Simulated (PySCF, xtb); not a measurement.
O2Si2, SMILES o1[si]2o[si]1=2.

GFN2-xTB in xtb at its own geometry gives an orbital gap of 2.81 eV and a dipole moment of 0.00 D.

The structure is a stationary point at B3LYP-D3(BJ)/def2-SVP.

### Question
What does PBE/def2-TZVPD (PySCF) give? (Estimate from the structure and the level; the computed values follow.)

### Answer
gap 2.67 eV (levels -6.01 and -3.35 eV), dipole 0.00 D.
